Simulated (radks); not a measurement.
The numbers below are computed, except where a source is named.
Problem. Excited configurations of Pd XIV: one electron is placed in a higher orbital outside [Ar] 3d10 4s2 4p2. The ground configuration is [Ar] 3d10 4s2 4p3. Code: a radial shooting solver on a logarithmic mesh with Libxc functionals. Model: Dirac Kohn-Sham, PBE, spin-unpolarised, spherical densities, finite nucleus; open shells fill j = l - 1/2 first; Fermi nuclear charge, rms radius 4.5318 fm. Excitation = E - E(ground); binding = E(ion) - E, where the ion is the core of charge +14; n* = 14/sqrt(2 binding) in atomic units. These energies are relativistic, and a one-electron ion of charge +14 with no core already has n* below n in this formula (Dirac formula, point nucleus: 5d3/2 4.998, 6s1/2 5.995, 6d3/2 5.998, 6f5/2 5.999, 7s1/2 6.995, 7d3/2 6.998, 7f5/2 6.999). The quantum defect is therefore taken as that value minus n*, so that it holds no relativistic shift of the bare ion.

| outer orbital | excitation (eV) | binding (eV) | n* | quantum defect | eigenvalue (eV) | <r> (bohr) |
|---|---|---|---|---|---|---|
| 6s1/2 | 195.45 | 116.32 | 4.788 | 1.207 | -112.53 | 2.485 |
| 6d3/2 | 216.29 | 95.470 | 5.285 | 0.713 | -92.099 | 2.818 |
| 6f5/2 | 229.70 | 82.067 | 5.700 | 0.299 | -78.941 | 3.064 |
| 7s1/2 | 232.09 | 79.677 | 5.785 | 1.210 | -77.230 | 3.616 |
| 7d3/2 | 244.17 | 67.597 | 6.281 | 0.717 | -65.404 | 4.055 |
| 7f5/2 | 252.08 | 59.687 | 6.684 | 0.315 | -57.642 | 4.381 |

Estimate the row for 5d3/2.

Solution. excitation (eV) 166.68; binding (eV) 145.08; n* 4.287; quantum defect 0.711; eigenvalue (eV) -139.28; <r> (bohr) 1.790. The Delta-SCF ionisation energy is 311.76 eV (NIST Atomic Spectra Database: 311 eV, theoretical). Self-interaction in the functional shifts the binding energies and quantum defects, so they are the method's values and not measured ones. Spin polarisation and multiplet splitting are left out, so open shells lie too high by an amount that depends on their filling.

Beside tabulated values, note that spin-unpolarised runs miss the spin-polarisation part of the exchange energy of open shells.
